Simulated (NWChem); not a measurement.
System: C₂H₇OSi cation

NWChem input:

```
start job
memory heap 200 mb stack 900 mb global 1100 mb
charge 1
geometry units angstroms noautosym nocenter noautoz
  C     -0.940835    -1.523591     0.093097
  Si     0.038660     0.002776    -0.028067
  C     -0.642349     1.694680     0.021598
  O      1.612796    -0.253767    -0.177603
  H     -1.626740    -1.472271     0.955405
  H     -1.566402    -1.631348    -0.811030
  H     -0.285955    -2.402328     0.184408
  H      0.087346     2.459386    -0.281790
  H     -0.975599     1.914141     1.052737
  H     -1.535602     1.759005    -0.622697
  H      2.318602     0.401387    -0.265852
end
basis spherical
  C library pcsseg-1
  Si library pcsseg-1
  O library pcsseg-1
  H library pcsseg-1
end
dft
  xc pbe0
  iterations 150
end
property
  shielding
end
task dft property
```

All runs use the structure optimised with PBE0/def2-SVP.

GIAO values for the isolated, static molecule; σ is the absolute isotropic shielding, δ = σ(reference) − σ with the isolated reference molecule computed at the same levels (13C: tetramethylsilane, 1H: tetramethylsilane, 17O: water, 29Si: tetramethylsilane).

Atoms are numbered as in the input.

Question: What results follow from this input? (PBE0/pcSseg-1, GIAO.) Quantities: δ C1 (ppm); δ Si2 (ppm); δ C3 (ppm); δ O4 (ppm); δ H5 (rotor mean) (ppm); δ H8 (rotor mean) (ppm); δ H11 (ppm).

Answer: 
| Property | Result |
|---|---|
| δ C1 (ppm) | 3.9 |
| δ Si2 (ppm) | 205.5 |
| δ C3 (ppm) | 6.4 |
| δ O4 (ppm) | 173.9 |
| δ H5 (rotor mean) (ppm) | 1.97 |
| δ H8 (rotor mean) (ppm) | 1.89 |
| δ H11 (ppm) | 7.33 |
